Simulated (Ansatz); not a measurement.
Computed with Ansatz on PBE0-D4/def2-TZVP structures; ΔE is electronic, products minus reactants. CCSD(T)/CBS adds triple-zeta CCSD(T) − MP2 to the extrapolated MP2 energy (def2 sets, frozen cores). DFT in def2-TZVPP. Each species was taken in one conformer, which may not be the lowest.

Reaction (cleavage of the B–Si bond): `B[SiH](B)O` + `NC(F)S` → `BNC(F)S` + `B[SiH2]O`

CCSD(T)/CBS gives -37.6 kcal/mol.

Task: Another level gave -35.8 kcal/mol. Which?
A. ωB97M-V/def2-TZVPP
B. PBE0-D4/def2-TZVPP
C. SCS-MP2/def2-TZVPP
D. HF/def2-TZVPP

Result: B. PBE0-D4 -35.8, HF/def2-TZVPP -37.4, SCS-MP2/def2-TZVPP -39.5, ωB97M-V -38.4 kcal/mol.

Largest T1 diagnostic among the species: 0.014.

From PBE to PBE0 (25 % exact exchange), in def2-TZVPP and without D4, ΔE moves by −0.8 kcal/mol. In def2-TZVPP, CCSD(T) changes the Hartree–Fock value by −0.7 kcal/mol (the triples alone add −0.3 kcal/mol) and MP2 by −2.5 kcal/mol.
